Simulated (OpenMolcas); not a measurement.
## Mn3+: moving or changing the point charges

Mn3+ among 6 point charges of -2.2 e arranged as a tetragonal octahedron (D4h), 1.81 Å from the ion, with the axial distance 2.045 Å.

- Program: OpenMolcas
- Method: CASSCF
- Basis: ANO-RCC-VDZP [5s4p2d1f]
- Scalar Hamiltonian: DKH2, point nucleus
- Active space: 4 electrons in 5 orbitals (3d)
- State averaging: 2S+1 = 5 even, 5 roots; 2S+1 = 3 even, 45 roots; 2S+1 = 1 even, 50 roots
- Spin-orbit coupling: state interaction with AMFI integrals over the reference wave functions

Runs around this geometry, states (labels of D4, the rotations of D4h). Energies in cm-1 above the lowest state or level, χT in cm3 K/mol.

```tsv
R (Å)	q (e)	Axial / equatorial distance	Ground state	First state of that spin	First gap with spin-orbit (degeneracies)	χT at 300 K	First state of another spin
1.81	-2.2	1.04	5B1	5A1 2074	0.1 (1, 1)	2.872	3E 20399
1.81	-1.76	1.13	5B1	5A1 4732	0.1 (1, 1)	2.844	3E 22782
1.81	-2.2	1.13	5B1	5A1 5892	0.1 (1, 1)	2.876	3E 22246
1.96	-2.2	1.13	5B1	5B2 4136	0.1 (1, 1)	2.818	3E 23241
```

Scaling the charges by -1.76 / -2.2 = 0.80 scales the first state of the same spin by 4732 / 5892 = 0.80; with fixed orbitals a first-order splitting would follow the charge.

Without dynamic correlation the repulsion within the d shell is too large (B by tens of per cent), so at a given field states of lower spin stand too high. Point charges carry no covalency, so the field is a model and not that of real ligands. No measured value stands beside these numbers.
